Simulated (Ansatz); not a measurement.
A series at Si: from `[SiH3][SiH]([SiH3])[SiH3]`, ligands are replaced one by one, each step taking up NH₃ and setting free SiH₄; n counts the steps. Ansatz, PBE0-D4/def2-TZVP geometries. Each molecule was computed in one conformer, which needn't be the lowest.

CBS adds triple-zeta CCSD(T) − MP2 to the MP2 limit, frozen cores; atoms without spin–orbit coupling. 

| n | molecule | atomization energy, CCSD(T)/CBS (kJ/mol) |
| --- | --- | --- |
| 0 | `[SiH3][SiH]([SiH3])[SiH3]` | 4032.7 |
| 1 | `N[SiH]([SiH3])[SiH3]` | 3936.7 |
| 2 | `N[SiH](N)[SiH3]` | 3881.2 |
| 3 | `N[SiH](N)N` | ? |

**Question.** By hand: fit a straight line y = ȳ + b (n − n̄) to the 3 given rows and predict n = 3.

**Answer.** n̄ = 1.000, ȳ = 3950.20; Σ(n − n̄)(y − ȳ) = -151.50, Σ(n − n̄)² = 2.000, so b = -75.75 kJ/mol a step. Prediction: 3950.20 + (-75.75) × (2.000) = 3798.7 kJ/mol.

**Question.** By hand: compare with the computed value, 3847.8 kJ/mol, and give the steps along the whole series.

**Answer.** The line misses by 49.1 kJ/mol (computed minus predicted). Steps: -96.0, -55.5, -33.4 kJ/mol.

The steps shrink at each stage, from -96.0 to -33.4 kJ/mol, so the series is curved and an end member is harder to predict than an inner one. The miss is 26.6 % of the series' range. The energies themselves are unsure by some kJ/mol a bond, though much of that is common to the series.
